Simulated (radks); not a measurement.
Results of a calculation; reference values are marked as such.
All-electron atom: Gd32+ in [Ar] 3d10 4s2 4p2 (the NIST ground configuration). Level of theory: scalar-relativistic Kohn-Sham, PBE, spin-polarised, spherical densities, finite nucleus; open shells are filled with parallel spins first (spin-orbit coupling, left out, can overturn this in heavy ions); Fermi nuclear charge, rms radius 5.1569 fm (a radial shooting solver on a logarithmic mesh with Libxc functionals).

Radial electron density D(r) = 4 pi r^2 rho(r):

r (bohr),D(r) (e/bohr),spin D(r)
0.002327,15.52,0.0000224
0.002982,22.12,0.000358
0.003791,30.46,0.00123
0.004819,40.80,0.00335
0.006127,52.73,0.00822
0.007851,65.61,0.0194
0.009981,76.64,0.0425
0.01269,83.80,0.0885
0.01626,85.11,0.178
0.02067,80.89,0.327
0.02628,75.62,0.549
0.0334,76.41,0.815
0.0428,88.34,1.02
0.05441,105.1,0.948
0.06917,112.0,0.515
0.08864,99.53,0.0206
0.1127,82.44,0.273
0.1433,82.84,1.46
0.1821,94.20,2.12
0.2334,83.62,0.814
0.2967,49.44,0.0956
0.3771,23.78,2.91
0.4833,14.79,5.69
0.6144,7.865,3.91
0.781,1.998,1.09
0.9929,0.1914,0.113
1.272,0.004803,0.00311

D(r) has 3 maxima, at r = 0.0150, 0.0670, 0.191 bohr, and minima at 0.0292, 0.126 bohr, inside which lie 1.94, 11.11 electrons.
